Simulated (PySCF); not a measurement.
# Static response to an electric field

Compound: BH2(iPr), C₃H₉B.
Structure used (PBE0-D3(BJ)/def2-SVP), in Å, numbered top down from 1:
```xyz
13
C3H9B angstrom
B      1.176    1.131   -0.064
H      1.766    1.468    0.941
H      1.426    1.701   -1.104
C      0.243   -0.107   -0.049
C     -0.752   -0.243   -1.198
C     -0.345   -0.520    1.297
H      1.104   -0.803   -0.266
H     -0.287   -0.021   -2.170
H     -1.591    0.460   -1.067
H     -1.184   -1.256   -1.249
H     -0.775   -1.534    1.264
H      0.408   -0.494    2.098
H     -1.158    0.165    1.589
```

Level: CAM-B3LYP/def2-SVPD (PySCF), static field, nuclei fixed, core orbitals frozen in the response. The polarisability tensor in these axes (au):

```
x   52.96  5.60  1.19
y    5.60 51.57 -1.46
z    1.19 -1.46 56.03
```

Question: Give the principal values, the mean and the anisotropy Δα = √{½[(α1 − α2)² + (α2 − α3)² + (α1 − α3)²]}.

Answer: Principal values 46.25, 56.39 and 57.91 au; mean 53.52 au = 7.93 Å³ = 8.82 × 10⁻⁴⁰ C²·m²/J; Δα = 10.98 au (21 % of the mean).

Question: What is the dipole moment, and where does it point?

Answer: (-0.31, -0.58, -0.01) D, 0.66 D in size, pointing from the negative to the positive side. Measured along this direction, the outermost atoms are H3 and H2 at the negative end and H11 and H10 at the positive end.

Question: Traceless (Buckingham) quadrupole moment about the centre of nuclear charge: eigenvalues?

Answer: -2.88, -0.58, 3.46 D·Å. The values depend on the origin, since the dipole doesn't vanish. The electronic extent ⟨r²⟩ about the same centre is 349 bohr², a root-mean-square distance of 1.75 Å for the 32 electrons.

Question: Orientational against electronic polarisability at 273 K (dilute gas, rigid molecules)?

Answer: In Gaussian units μ²/3kT = 3.88 Å³ against 7.93 Å³, a ratio of 0.49; the Debye molar polarisation (4π/3)N_A(α + μ²/3kT) is 29.8 cm³/mol, leaving out the vibrational part.

Question: Sum over states: ᾱ = Σ f/ω², ω in Eh. What share falls to these 10 lowest TDDFT singlets (eV, f)? 5.62, 0.0065; 5.99, 0.0011; 7.68, 0.0418; 7.74, 0.0039; 8.06, 0.0497; 8.76, 0.0766; 9.04, 0.0055; 9.18, 0.0627; 9.21, 0.0146; 9.23, 0.0045.

Answer: They add up to 2.82 au, 5.3 % of the 53.52 au; the largest single term is 0.74 au, from the state at 8.76 eV. Terms in order: 0.15, 0.02, 0.53, 0.05, 0.57, 0.74, 0.05, 0.55, 0.13, 0.04 au. Higher excitations give the rest. The strengths listed sum to 0.267.

Question: Rayleigh depolarisation ratio (linearly polarised light, static tensor)?

Answer: ρ = 3Δα²/(45ᾱ² + 4Δα²) = 361.5/(128880 + 482.0) = 0.00279.

Question: What would n − 1 = 2πNα be for an ideal gas of these molecules at 400 K and 1 atm, electronic part alone?

Answer: N = p/kT = 1.8347 × 10¹⁹ cm⁻³, so n − 1 = 2π × N × 7.93 × 10⁻²⁴ cm³ = 914 × 10⁻⁶ at long wavelengths, for an ideal gas.

The structure is a single PBE0-D3(BJ)/def2-SVP conformer in the gas phase; no vibrational or solvent corrections.
